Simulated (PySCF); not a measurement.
These are ωB97X-D3(BJ)/def2-TZVP // PBE0-D3(BJ)/def2-TZVP (PySCF 2.14.0) values and carry that method's errors. All species are isolated molecules in the gas phase. Delta-SCF ions had no search for a lower state. Excitations are Tamm–Dancoff values on a coarser integration grid. The basis has no diffuse functions, so Rydberg states are missing or too high.

Reference species (SMILES): `[SiH2]=C` (neutral, multiplicity 1).

| Item | Value |
|---|---|
| S1–T1 gap (TDA) | 2.77 eV |
| HOMO | -8.87 eV |
| brightest of the four lowest singlets (TDA) | 5.60 eV |
| vertical ionisation energy (Delta-SCF) | 8.79 eV |

After one change: the S1–T1 gap (TDA) drops by 0.22 eV; the HOMO falls by 0.41 eV; the brightest of the four lowest singlets (TDA) falls by 0.11 eV; the vertical ionisation energy (Delta-SCF) rises by 0.30 eV.

Task: What was changed between the two runs? The new species is one of these.
(A) `[C-]#[N+][SiH]=C`
(B) `C=C[SiH]=C` (C–C–Si–C torsion 15°)
(C) `C=[SiH]C1CC1` (C–Si–C–C torsion 0°)
(D) `C=[SiH]C=S` (C–Si–C–S torsion 0°)

Result: A, `[C-]#[N+][SiH]=C`
